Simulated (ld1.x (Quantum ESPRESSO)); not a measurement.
B (Z = 5): excitation energies, all-electron against PAW

B (Z = 5), PAW, made with ld1.x (Quantum ESPRESSO) 7.5 (LDA (PZ), scalar-relativistic). Core [He], reference 2s2 2p1. Waves: 2s (bound): rcut 1.30, rcutus 1.55 bohr; 2s channel at 0.05 Ry: rcut 1.30, rcutus 1.55 bohr; 2p (bound): rcut 1.75, rcutus 2.10 bohr; 2p channel at 3.4 Ry: rcut 1.75, rcutus 2.10 bohr; 3d channel at -0.2 Ry: rcut 1.60, rcutus 1.70 bohr. Local part: all-electron potential smoothed inside 1.75 bohr (lloc = -2). Core correction: Bessel-smoothed model core inside 0.80 bohr. Augmentation charge: BESSEL, radius 1.35 bohr.

Energies are relative to the spin-unpolarised reference configuration 2s2 2p1; without spin polarisation the order of configurations can differ from experiment. Spin-polarised rows fill each open shell by Hund’s rule, majority spin first.

```tsv
valence configuration	charge	ΔE all-electron (eV)	error AE − PS (meV)
2s2 2p0	+1	8.327	-0.2
2s1 2p0	+2	33.631	-6.6
2s2 2p0.5	+0.5	2.943	-0.2
2s1 2p2	0	5.686	-0.5
2s1 2p1	+1	14.283	-2.1
2s2 2p1.3	-0.3	-0.772	-0.1
2s2 2p1 (spin-polarised)	0	-0.235	-0.3
2s1 2p0 (spin-polarised)	+2	32.903	-9.4
```

(1) What are ΔE and the potential's error for 2s0 2p3?

## Answers

(1) ΔE = 11.401 eV all-electron; the error (AE − PS) is -2.0 meV.
